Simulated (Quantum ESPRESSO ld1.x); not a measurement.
All-electron atom: Pm20+ in [Kr] 4d5. Calculated with ld1.x of Quantum ESPRESSO 7.5: Dirac Kohn-Sham, PBE, spin-unpolarised, spherical densities, point nucleus; open shells are shared between the two j in proportion to 2j + 1. Some entries of the table are withheld. Estimate them.

orbital  occ.  eigenvalue (eV)  r(max) (bohr)
1s1/2       2         -45522.0          0.015
2s1/2       2              (1)          0.084
2p1/2       2         -7463.06            (2)
2p3/2       4         -6902.64            (3)
3s1/2       2         -2122.30          0.239
3p1/2       2              (4)          0.226
3p3/2       4              (5)          0.237
3d3/2       4              (6)          0.190
3d5/2       6              (7)          0.193
4s1/2       2         -799.701          0.536
4p1/2       2         -734.292            (8)
4p3/2       4         -705.063            (9)
4d3/2       2         -596.250          0.558
4d5/2       3         -590.387          0.567

Answer. 
(1) 2s1/2 eigenvalue (eV): -7850.66
(2) 2p1/2 r(max) (bohr): 0.064
(3) 2p3/2 r(max) (bohr): 0.069
(4) 3p1/2 eigenvalue (eV): -1956.86
(5) 3p3/2 eigenvalue (eV): -1843.02
(6) 3d3/2 eigenvalue (eV): -1557.10
(7) 3d5/2 eigenvalue (eV): -1532.34
(8) 4p1/2 r(max) (bohr): 0.541
(9) 4p3/2 r(max) (bohr): 0.563
